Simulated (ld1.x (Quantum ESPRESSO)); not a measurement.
**PW91 ultrasoft dataset for Dy (Z = 66), fully relativistic all-electron reference.**

ld1.x (Quantum ESPRESSO) 7.5 was run on this input:

```
&input
   title='Dy', zed=66., rel=2, dft='PW91', iswitch=3,
   config='[Xe] 4f9 5d1 6s2 6p0', rel_dist='average',
   nld=7, rlderiv=3.30, eminld=-6.0, emaxld=5.0, deld=0.02
 /
 &inputp
   pseudotype=3, tm=.true., lloc=-1, rcloc=1.50,
   nlcc=.true., new_core_ps=.true.,
   which_augfun='PSQ', rmatch_augfun_nc=.true.,
   file_pseudopw='Dy.UPF', file_wfcaegen='ae.wfc', file_wfcncgen='nc.wfc', file_beta='beta', file_chi='chi', file_wfcusgen='us.wfc'
 /
8
5S  1  0   2.00   0.00  1.85  2.05  0.0
6S  2  0   2.00   0.00  1.85  2.05  0.0
5P  2  1   6.00   0.00  2.10  2.65  0.0
6P  3  1   0.00   0.00  2.10  2.65  0.0
5D  3  2   1.00   0.00  2.25  3.05  0.0
5D  3  2   0.00   2.25  2.25  3.05  0.0
4F  4  3   9.00   0.00  1.15  1.55  0.0
4F  4  3   0.00   1.45  1.15  1.55  0.0
 &test
   configts(1)='4f9 5s2 5p6 5d1 6s2 6p0'
 /
```

Command:

```bash
ld1.x < Dy.in > Dy.out
```

Resulting log (shortened: banner, matrices, multipoles, cross overlaps and the repeated all-electron block are left out):

```
Program LD1 v.7.5
 classical turning point too close to mesh           4           3           3
 classical turning point too close to mesh           4           3          -4
 classical turning point too close to mesh           5           2           2
 classical turning point too close to mesh           5           2          -3
     --------------------------- All-electron run ----------------------------

     Dy
     dirac relativistic calculation

     atomic number is 66.00
     dft =PW91   lsd =0 sic =0 latt =0  beta=0.20 tr2=1.0E-14
     Exchange-correlation= PW91
                           (   1   4   2   2   0   0   0)
     mesh =1265 r(mesh) = 100.51885 a.u. xmin = -7.00 dx = 0.01250
     1 Ry =  13.60569312 eV, c = 137.03599908

     n l j   nl                  e(Ry)          e(Ha)          e(eV)
     Spin orbit split results
     1 0 0.5 1S 1( 2.00)     -3940.5733     -1970.2866    -53614.2310
     2 0 0.5 2S 1( 2.00)      -656.2772      -328.1386     -8929.1062
     2 1 0.5 2P 1( 2.00)      -624.1568      -312.0784     -8492.0862
     2 1 1.5 2P 1( 4.00)      -565.3239      -282.6620     -7691.6239
     3 0 0.5 3S 1( 2.00)      -146.5301       -73.2651     -1993.6437
     3 1 0.5 3P 1( 2.00)      -132.5261       -66.2631     -1803.1099
     3 1 1.5 3P 1( 4.00)      -120.3105       -60.1552     -1636.9074
     4 0 0.5 4S 1( 2.00)       -29.4118       -14.7059      -400.1673
     4 1 0.5 4P 1( 2.00)       -23.8861       -11.9431      -324.9874
     4 1 1.5 4P 1( 4.00)       -21.1449       -10.5725      -287.6912
     3 2 1.5 3D 1( 4.00)       -96.2482       -48.1241     -1309.5241
     3 2 2.5 3D 1( 6.00)       -93.5816       -46.7908     -1273.2419
     5 0 0.5 5S 1( 2.00)        -3.8794        -1.9397       -52.7819
     5 1 0.5 5P 1( 2.00)        -2.3580        -1.1790       -32.0824
     5 1 1.5 5P 1( 4.00)        -1.9909        -0.9955       -27.0876
     4 2 1.5 4D 1( 4.00)       -12.0447        -6.0224      -163.8769
     4 2 2.5 4D 1( 6.00)       -11.5467        -5.7733      -157.1004
     4 3 2.5 4F 1( 3.86)        -0.7165        -0.3583        -9.7487
     4 3 3.5 4F 1( 5.14)        -0.6473        -0.3237        -8.8076
     5 2 1.5 5D 1( 0.40)        -0.1861        -0.0931        -2.5325
     5 2 2.5 5D 1( 0.60)        -0.1652        -0.0826        -2.2473
     6 0 0.5 6S 1( 2.00)        -0.3165        -0.1582        -4.3061
     6 1 0.5 6P 1( 0.00)        -0.1142        -0.0571        -1.5534
     6 1 1.5 6P 1( 0.00)        -0.0951        -0.0475        -1.2938
     Averaged results
     1 0     1S 1( 2.00)     -3940.5733     -1970.2866    -53614.2310
     2 0     2S 1( 2.00)      -656.2772      -328.1386     -8929.1062
     2 1     2P 1( 6.00)      -584.9349      -292.4674     -7958.4447
     3 0     3S 1( 2.00)      -146.5301       -73.2651     -1993.6437
     3 1     3P 1( 6.00)      -124.3824       -62.1912     -1692.3083
     4 0     4S 1( 2.00)       -29.4118       -14.7059      -400.1673
     4 1     4P 1( 6.00)       -22.0587       -11.0293      -300.1233
     3 2     3D 1(10.00)       -94.6482       -47.3241     -1287.7548
     5 0     5S 1( 2.00)        -3.8794        -1.9397       -52.7819
     5 1     5P 1( 6.00)        -2.1133        -1.0566       -28.7525
     4 2     4D 1(10.00)       -11.7459        -5.8729      -159.8110
     4 3     4F 1( 9.00)        -0.6770        -0.3385        -9.2109
     5 2     5D 1( 1.00)        -0.1736        -0.0868        -2.3613
     6 0     6S 1( 2.00)        -0.3165        -0.1582        -4.3061
     6 1     6P 1( 0.00)        -0.1015        -0.0507        -1.3803

     final scf error:  8.0E-15 reached in  31 iterations

     Etot =  -24338.903359 Ry,  -12169.451679 Ha, -331147.650050 eV

     Ekin =   26703.477456 Ry,   13351.738728 Ha,  363319.319590 eV
     Encl =  -59987.725242 Ry,  -29993.862621 Ha, -816174.580795 eV
     Eh   =    9476.302561 Ry,    4738.151280 Ha,  128931.664585 eV
     Exc  =    -530.958134 Ry,    -265.479067 Ha,   -7224.053430 eV

     normalization and overlap integrals

     s(1S/1S) =  1.000000  <r> =   0.0211  <r2> =    0.0006  r(max) =   0.0134
     s(2S/2S) =  1.000000  <r> =   0.0892  <r2> =    0.0095  r(max) =   0.0760
     s(2P/2P) =  1.000000  <r> =   0.0744  <r2> =    0.0068  r(max) =   0.0577
     s(2P/2P) =  1.000000  <r> =   0.0814  <r2> =    0.0081  r(max) =   0.0638
     s(3S/3S) =  1.000000  <r> =   0.2341  <r2> =    0.0628  r(max) =   0.2145
     s(3P/3P) =  1.000000  <r> =   0.2238  <r2> =    0.0583  r(max) =   0.2040
     s(3P/3P) =  1.000000  <r> =   0.2372  <r2> =    0.0652  r(max) =   0.2145
     s(4S/4S) =  1.000000  <r> =   0.5293  <r2> =    0.3164  r(max) =   0.4955
     s(4P/4P) =  1.000000  <r> =   0.5396  <r2> =    0.3316  r(max) =   0.4955
     s(4P/4P) =  1.000000  <r> =   0.5700  <r2> =    0.3697  r(max) =   0.5209
     s(3D/3D) =  1.000000  <r> =   0.2096  <r2> =    0.0517  r(max) =   0.1712
     s(3D/3D) =  1.000000  <r> =   0.2138  <r2> =    0.0536  r(max) =   0.1734
     s(5S/5S) =  1.000000  <r> =   1.2828  <r2> =    1.8524  r(max) =   1.1449
     s(5P/5P) =  1.000000  <r> =   1.4396  <r2> =    2.3566  r(max) =   1.2496
     s(5P/5P) =  1.000000  <r> =   1.5411  <r2> =    2.7044  r(max) =   1.3302
     s(4D/4D) =  1.000000  <r> =   0.6014  <r2> =    0.4199  r(max) =   0.5275
     s(4D/4D) =  1.000000  <r> =   0.6121  <r2> =    0.4349  r(max) =   0.5408
     s(4F/4F) =  1.000000  <r> =   0.8104  <r2> =    0.8666  r(max) =   0.5341
     s(4F/4F) =  1.000000  <r> =   0.8242  <r2> =    0.9006  r(max) =   0.5341
     s(5D/5D) =  1.000000  <r> =   2.7786  <r2> =    9.6599  r(max) =   1.8877
     s(5D/5D) =  1.000000  <r> =   2.9020  <r2> =   10.5802  r(max) =   1.9355
     s(6S/6S) =  1.000000  <r> =   3.8795  <r2> =   17.1517  r(max) =   3.2718
     s(6P/6P) =  1.000000  <r> =   5.3185  <r2> =   32.7740  r(max) =   4.2539
     s(6P/6P) =  1.000000  <r> =   5.7302  <r2> =   37.9733  r(max) =   4.5853

     ------------------------ End of All-electron run ------------------------

     --------------------- Generating US pseudopotential ---------------------

      Generating local potential from pseudized AE potential:
      Matching radius rcloc =   1.5000

      Local pseudo, rcloc= 1.507 Estimated cut-off energy=    10.98 Ry

      Computing core charge for nlcc:

       r > 0.76 : true rho core
      Core charge pseudized with two Bessel functions
      Integrated core pseudo-charge :  26.94

     Fully relativistic calculation: |psi|^2

     Wfc 5S LC norm =  0.99970850 SC norm =  0.00029150 missing  0.00000001

     Wfc 6S LC norm =  0.99996909 SC norm =  0.00002914 missing  0.00000176

     Wfc 5P LC norm =  0.99976908 SC norm =  0.00023090 missing  0.00000002

     Wfc 5P LC norm =  0.99979729 SC norm =  0.00020262 missing  0.00000009

     Wfc 6P LC norm =  0.99998437 SC norm =  0.00001538 missing  0.00000025

     Wfc 6P LC norm =  0.99998650 SC norm =  0.00001123 missing  0.00000226

     Wfc 5D LC norm =  0.99993245 SC norm =  0.00006752 missing  0.00000003

     Wfc 5D LC norm =  0.99993775 SC norm =  0.00005944 missing  0.00000281

     Wfc 4F LC norm =  0.99939680 SC norm =  0.00060320 missing  0.00000000

     Wfc 4F LC norm =  0.99940967 SC norm =  0.00059030 missing  0.00000004
      Wfc-us  5S rcutus= 2.035  Estimated cut-off energy=    13.28 Ry
      Wfc-us  6S rcutus= 2.035  Estimated cut-off energy=    26.64 Ry
      Wfc-us  5P rcutus= 2.679  Estimated cut-off energy=    12.25 Ry
      Wfc-us  5P rcutus= 2.679  Estimated cut-off energy=    12.08 Ry
      Wfc-us  6P rcutus= 2.679  Estimated cut-off energy=    22.96 Ry
      Wfc-us  6P rcutus= 2.679  Estimated cut-off energy=    22.61 Ry
      Wfc-us  5D rcutus= 3.035  Estimated cut-off energy=    12.46 Ry
      Wfc-us  5D rcutus= 3.035  Estimated cut-off energy=    12.42 Ry
      Wfc-us  5D rcutus= 3.035  Estimated cut-off energy=    11.74 Ry
      Wfc-us  5D rcutus= 3.035  Estimated cut-off energy=    11.63 Ry
      Wfc-us  4F rcutus= 1.545  Estimated cut-off energy=    67.29 Ry
      Wfc-us  4F rcutus= 1.545  Estimated cut-off energy=    67.21 Ry
      Wfc-us  4F rcutus= 1.545  Estimated cut-off energy=    56.77 Ry
      Wfc-us  4F rcutus= 1.545  Estimated cut-off energy=    56.50 Ry

     Q pseudized with Bessel functions
     Expected ecutrho=     527.6087 due to l1=  3   l2=  3

     ------------------- End of pseudopotential generation -------------------

 classical turning point too close to mesh           4           3           3
 classical turning point too close to mesh           4           3          -4
 classical turning point too close to mesh           5           2           2
 classical turning point too close to mesh           5           2          -3
     Computing logarithmic derivative in   3.29239
     Computing logarithmic derivative in   3.29239
     Computing the partial wave expansion
     R is outside the sphere for l=    0 j= 0.50
     R is outside the sphere for l=    0 j= 0.50
     R is outside the sphere for l=    1 j= 0.50
     R is outside the sphere for l=    1 j= 0.50
     R is outside the sphere for l=    1 j= 1.50
     R is outside the sphere for l=    1 j= 1.50
     R is outside the sphere for l=    2 j= 1.50
     R is outside the sphere for l=    2 j= 1.50
     R is outside the sphere for l=    2 j= 2.50
     R is outside the sphere for l=    2 j= 2.50
     R is outside the sphere for l=    3 j= 2.50
     R is outside the sphere for l=    3 j= 2.50
     R is outside the sphere for l=    3 j= 3.50
     R is outside the sphere for l=    3 j= 3.50

     ---------------------- Testing the pseudopotential ----------------------

     Dy
     dirac relativistic calculation

     atomic number is 66.00   valence charge is 20.00
     dft =PW91   lsd =0 sic =0 latt =0  beta=0.20 tr2=1.0E-14
     mesh =1265 r(mesh) = 100.51885 xmin = -7.00 dx = 0.01250

     n l  j  nl             e AE (Ry)       e PS (Ry)    De AE-PS (Ry)
     4 3 2.5 4F   1( 3.86)       -0.71652       -0.71652       -0.00000
     4 3 3.5 4F   1( 5.14)       -0.64735       -0.64735        0.00000
     1 0 0.5 5S   1( 2.00)       -3.87940       -3.87940       -0.00000
     2 1 0.5 5P   1( 2.00)       -2.35801       -2.35801        0.00000
     2 1 1.5 5P   1( 4.00)       -1.99090       -1.99090        0.00000
     3 2 1.5 5D   1( 0.40)       -0.18613       -0.18613        0.00000
     3 2 2.5 5D   1( 0.60)       -0.16517       -0.16517        0.00000
     2 0 0.5 6S   1( 2.00)       -0.31649       -0.31649       -0.00000
     3 1 0.5 6P   1( 0.00)       -0.11417       -0.11417       -0.00000
     3 1 1.5 6P   1( 0.00)       -0.09509       -0.09509       -0.00000

     eps = 8.4E-16  iter =  6

     Etot =  -24338.903359 Ry,  -12169.451679 Ha, -331147.650050 eV
     Etotps =  -405.853777 Ry,    -202.926889 Ha,   -5521.921948 eV

     Ekin =      49.813910 Ry,      24.906955 Ha,     677.752766 eV
     Encl =    -698.131466 Ry,    -349.065733 Ha,   -9498.562483 eV
     Ehrt =     277.128173 Ry,     138.564086 Ha,    3770.520872 eV
     Ecxc =    -152.861553 Ry,     -76.430777 Ha,   -2079.787385 eV
     (Ecc =    -106.134815 Ry,     -53.067408 Ha,   -1444.037726 eV)
     Epseu=     118.197160 Ry,      59.098580 Ha,    1608.154281 eV

     ---------------------- End of pseudopotential test ----------------------
```

A Bessel basis up to 400 Ry misses an occupied level by 0.03 Ry, so cutoffs and ghosts were not judged. Its overlap operator is not positive definite in a basis up to 400 Ry (lowest eigenvalue p1/2 -0.47, p3/2 -0.39), so the file is unfit for use: the generalised eigenproblem breaks down once the basis is large enough, and its test numbers describe a broken file.

Generation and configuration tests took about 3 s on one core of a shared server CPU.

Transferability test of the new file with ld1.x, input:

```
&input
   title='Dy', zed=66., rel=2, dft='PW91', iswitch=2,
   config='[Xe] 4f9 5d1 6s2 6p0', rel_dist='average'
 /
 &test
   file_pseudo='Dy.UPF', nconf=8,
   configts(1)='4f9 5s2 5p6 5d1 6s2 6p0',
   configts(2)='4f10 5s2 5p6 5d0 6s2 6p0',
   configts(3)='4f10 5s2 5p6 5d0 6s1 6p0',
   configts(4)='4f10 5s2 5p6 5d0 6s0 6p0',
   configts(5)='4f10 5s2 5p6 5d0 6s1 6p1',
   configts(6)='4f10 5s2 5p6 5d0 6s0 6p2',
   configts(7)='4f10 5s2 5p6 5d1 6s0 6p0',
   configts(8)='4f10 5s2 5p5 5d0 6s2 6p0'
 /
```

```bash
ld1.x < Dy.test.in > Dy.test.out
```

Pseudopotential blocks of its output, shortened (energy terms left out):

```
     ---------------------- Testing the pseudopotential ----------------------

     n l  j  nl             e AE (Ry)       e PS (Ry)    De AE-PS (Ry)
     4 3 2.5 4F   1( 3.86)       -0.71652       -0.71652       -0.00000
     4 3 3.5 4F   1( 5.14)       -0.64735       -0.64735        0.00000
     1 0 0.5 5S   1( 2.00)       -3.87940       -3.87940       -0.00000
     2 1 0.5 5P   1( 2.00)       -2.35801       -2.35801        0.00000
     2 1 1.5 5P   1( 4.00)       -1.99090       -1.99090        0.00000
     3 2 1.5 5D   1( 0.40)       -0.18613       -0.18613        0.00000
     3 2 2.5 5D   1( 0.60)       -0.16517       -0.16517        0.00000
     2 0 0.5 6S   1( 2.00)       -0.31649       -0.31649       -0.00000
     3 1 0.5 6P   1( 0.00)       -0.11417       -0.11417       -0.00000
     3 1 1.5 6P   1( 0.00)       -0.09509       -0.09509       -0.00000

     eps = 2.8E-15  iter =  6

     Etot =  -24338.903359 Ry,  -12169.451679 Ha, -331147.650050 eV
     Etotps =  -405.853778 Ry,    -202.926889 Ha,   -5521.921961 eV

     ---------------------- End of pseudopotential test ----------------------
```

The test run then stopped with an error in chargeps: “negative rho”.
